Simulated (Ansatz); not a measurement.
`B[SiH](O)[SiH3]` + HCl → `B[SiH]([SiH3])Cl` + H₂O  (ligand exchange at the Si–O bond)

Program: Ansatz. Geometries: PBE0-D4/def2-TZVP. ΔE: electronic, gas phase. CCSD(T)/CBS adds triple-zeta CCSD(T) − MP2 to the extrapolated MP2 energy (def2 sets, frozen cores). This one scheme is used for every species. DFT in def2-TZVPP. One conformer a species, not always the lowest.

Q: Is it downhill or uphill in electronic energy at CCSD(T)/CBS, and by how much? (An estimate is asked.)

A: Computed: Downhill: ΔE = -20.0 kJ/mol.

Q: What do these levels give: PBE0-D4, BHLYP-D4, r2SCANh, HF/def2-SVP, CCSD(T)/def2-SVP, SCS-MP2/def2-TZVPP? (Estimate.)

A: The calculation gave: PBE0-D4 -22.1, BHLYP-D4 -16.2, r2SCANh -16.9, HF/def2-SVP -18.8, CCSD(T)/def2-SVP -15.6, SCS-MP2/def2-TZVPP -15.2 kJ/mol.

Largest T1 diagnostic among the species: 0.014.

At CCSD(T), def2-SVP lies +4.3 kJ/mol from the extrapolated value and def2-TZVPP +5.7 kJ/mol. Leaving LDA and LC-ωPBE aside and taking each functional with its dispersion term where it has one, the values, not all of them listed here, spread over 11.3 kJ/mol, from HSE06-D4 to CAM-B3LYP-D4. LDA lies +5.6 kJ/mol from PBE without D4. The D4 term adds −3.3 kJ/mol with B3LYP and −1.8 kJ/mol with PBE0; it sums over pairs of atoms, weighted by their polarisabilities, and B3LYP, whose exchange is more repulsive, gets the larger term.

B3LYP here is the variant with VWN-RPA as its local correlation; programs differ in this.
